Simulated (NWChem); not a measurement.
# Total energies of ClTl

```
Tl
Cl 1 2.5195
```
Charge 0, spin multiplicity 1.

Everything below was run with NWChem. Structure: optimised with PBE0/def2-SVP with def2 effective core potentials on Tl, a minimum by its harmonic frequencies.

Basis set: def2-TZVP (87 functions).

```json
[
 {"method": "RHF", "total energy (Ha)": "-631.10824", "relative cost": "1"},
 {"method": "MP2", "total energy (Ha)": "-631.65607", "relative cost": "under 3"},
 {"method": "B2PLYP", "total energy (Ha)": "-632.45654", "relative cost": "3"},
 {"method": "PBE", "total energy (Ha)": "-632.66031", "relative cost": "under 3"},
 {"method": "B3LYP", "total energy (Ha)": "-632.89220", "relative cost": "under 3"},
 {"method": "r2SCAN", "total energy (Ha)": "-632.85996", "relative cost": "under 3"},
 {"method": "CCSD(T)", "total energy (Ha)": "-631.66115", "relative cost": "50"}
]
```

Total energies of different functionals aren't comparable as a measure of quality: only differences taken within one method are. Costs are rough ratios of processor time within this set of runs, SCF included, with RHF as 1.

Effective core potentials replace the inner electrons of Tl; spin-orbit coupling is left out. The correlated methods keep 9 core orbitals frozen. B3LYP has NWChem's definition, with VWN1-RPA local correlation. The structure started from a generated list of species. Coupled-cluster values serve here as a point of comparison, not as the truth.
